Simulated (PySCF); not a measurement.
# Electric field gradients and quadrupole coupling constants

Compound: C4H10O3Si.
Z-matrix (Å and degrees, GFN2-xTB geometry), rows numbered from 1:
```
C 
O   1  1.4072
C   2  1.3831  1  113.62
C   3  1.3333  2  125.69  1   150.65
O   4  1.3628  3  130.05  2    -2.06
C   5  1.4105  4  118.99  3   -10.26
O   4  1.3396  3  118.96  2   176.03
Si  7  1.6428  4  123.53  3  -177.94
H   1  1.0887  2  106.37  3   174.83
H   1  1.0961  2  111.58  3   -65.86
H   1  1.0958  2  111.14  3    55.80
H   3  1.0816  2  116.51  1   -31.78
H   6  1.0891  5  105.50  4   178.95
H   6  1.0931  5  111.08  4   -62.26
H   6  1.0910  5  111.29  4    59.47
H   8  1.4566  7   97.03  4   179.72
H   8  1.4608  7  111.47  4    61.05
H   8  1.4617  7  111.06  4   -62.31
```

Field gradients from the PBE0/pcSseg-1 density (PySCF, non-relativistic), principal values in atomic units, ordered |Vxx| ≤ |Vyy| ≤ |Vzz|:

```
atom      Vxx      Vyy     Vzz
  O2  -0.0767  -1.9491  2.0258
  O5  -0.1535  -1.7475  1.9010
  O7  -0.5733  -1.0507  1.6240
```

Task: Find the asymmetry η = (Vxx − Vyy)/Vzz and the couplings χ = eQV/h (234.96 MHz × Q in barn × V in au), with Q(17O) = −0.0256 b.

Result: 
```
atom         environment  nucleus     η  χzz (MHz)  χxx (MHz)  χyy (MHz)
  O2        ether oxygen      17O  0.92     -12.19       0.46      11.72
  O5        ether oxygen      17O  0.84     -11.43       0.92      10.51
  O7  silyl ether oxygen      17O  0.29      -9.77       3.45       6.32
```

At O2 η is above 0.9: Vyy and Vzz are nearly equal in size and opposite in sign, so a small change could swap them and flip the sign of χzz. The tensor is traceless: Vxx + Vyy + Vzz = 0.

Task: What is Vzz at O5 in SI units (1 au = 9.71736 × 10²¹ V/m²)?

Result: 1.9010 au = 18.473 × 10²¹ V/m².

Were the hydrogens deuterons (Q(2H) = 0.00286 b), χzz would run from 108 kHz (H18 and H17) to 217 kHz (H12).

The structure is a single GFN2-xTB conformer in the gas phase; no vibrational or solvent corrections. GFN2-xTB bond lengths can be off by several hundredths of an ångström, more for odd bonds, and the gradients follow them. The basis is small and wasn't made for field gradients, so the couplings can be 20 % off.
